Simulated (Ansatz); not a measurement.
A structure relaxed at PBE-D4/def2-SVP in Ansatz, charge 0, singlet:

```
atom   x (Å)   y (Å)   z (Å)
 Ge1   1.388   1.117   1.180
 Ge2   1.385  -1.731  -1.670
 Ge3  -1.861  -0.614   1.035
  O4  -1.152   0.742   2.073
  O5   2.258  -0.272   0.387
  O6  -1.061  -2.143   1.385
  O7  -1.272  -0.331  -0.700
  O8   0.775   1.990  -1.297
  O9  -1.844   0.903  -1.307
 O10   0.235   0.400   2.398
 O11   0.336   2.164   0.087
 O12   1.299  -1.357   0.145
 O13  -2.299   1.747  -0.270
 H14   2.520   1.940   1.828
 H15  -0.028   1.521  -1.645
 H16  -1.429   2.129   0.066
 H17   0.322  -2.844  -1.789
 H18  -0.091  -2.007   1.244
 H19   1.076  -0.447  -2.467
 H20  -3.379  -0.662   1.252
 H21   2.822  -2.245  -1.935
```

Q: Give its formula.

A: the cluster Ge₃O₁₀H₈.

Q: Summarise the bond lengths by kind (pairs closer than 1.2 times the sum of covalent radii, bridged metal pairs left out).

A: 7 × Ge–O 1.76 to 1.86 Å; 5 × O–O 1.41 to 1.49 Å; 5 × Ge–H 1.54 to 1.55 Å; 3 × H–O 0.99 to 1.01 Å.

The structure holds 5 bonds between oxygen atoms, so isomers without such links may lie far lower. Another isomer (singlet) lies 8.50 eV lower at PBE0-D4/def2-TZVP; other spin states weren't run for this one.
